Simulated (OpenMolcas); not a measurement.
**3d ions of charge +5 along the row**

```
Program             : OpenMolcas 26.06
Method              : CASSCF
Basis               : ANO-R2
Scalar Hamiltonian  : X2C, finite nucleus
Spin-orbit coupling : RASSI with atomic mean-field integrals over the reference wave functions, term energies averaged over their components
```

Active space: the 3d shell.

B and C come from two terms' centres of gravity (d2, d8: 3P = 15B, 1G = 12B + 2C; d3, d7: 4P = 15B, 2G = 4B + 3C; d4, d6: 3G = 9B + 4C, 3H = 4B + 4C; d5: 4D = 17B + 5C, 4G = 10B + 5C, above the ground term), where all their levels are at least 80 % pure. ζ = ±2S·A comes from the whole width of the ground multiplet by E(J) = (A/2) J(J+1), where its levels are at least 85 % pure. Energies in cm-1.

| Ion | Configuration | Lowest level | Weight (%) | B | B measured | C | C measured | ζ | ζ measured |
| --- | --- | --- | --- | --- | --- | --- | --- | --- | --- |
| Mn5+ | 3d² | ³F₂ | 100 | 1428 | 1159 | 5323 | 5322 | 478 | 477 |
| Fe5+ | 3d³ | ⁴F_3/2 | 100 | 1497 | 1205 | 5692 | 5007 | 587 | 572 |
| Co5+ | 3d⁴ | ⁵D₀ | 100 | 1611 | 1131 | 5888 | 5809 | 743 | 713 |
| Ni5+ | 3d⁵ | ⁶S_5/2 | 100 | 1658 |  | 6167 |  |  |  |
| Cu5+ | 3d⁶ | ⁵D₄ | 100 | 1796 | 1457 | 6268 | 5971 | 1051 | 1093 |

Measured columns use the levels in Corliss and Sugar, J. Phys. Chem. Ref. Data 6, 1253 (1977) (Mn5+); Corliss and Sugar, J. Phys. Chem. Ref. Data 11, 135 (1982) (Fe5+); Sugar and Corliss, J. Phys. Chem. Ref. Data 10, 1097 (1981) (Co5+); Sugar and Musgrove, J. Phys. Chem. Ref. Data 19, 527 (1990) (Cu5+).

The computed B goes from 1428 (Mn5+) to 1796 cm-1 (Cu5+), a factor of 1.26, rising at every step. It departs from the measured column by +23 to +42 %. The Trees term is left out, which lowers the B read from the levels of every ion, most for d4 to d6. The pair of terms that fixes B changes along the row, so steps between ions also reflect that choice.

The computed ζ goes from 478 (Mn5+) to 1051 cm-1 (Cu5+), a factor of 2.20, rising at every step. It departs from the measured column by -4 to +4 %.

Without dynamic correlation excited terms often stand tens of per cent too high (terms of higher spin than the ground term too low), and those without a measured partner can miss by more than the paired ones. Some levels mix across a computed gap that differs much from the measured one, so their mixing is not that of the real levels (holds for Ni5+; Cu5+). Computed and measured levels are paired by configuration, term and J; levels that our copy of the source lacks, or whose pairing is in doubt (as where it misses far off the trend of its configuration), stay unpaired and out of the deviations. Only configurations of the active space appear.
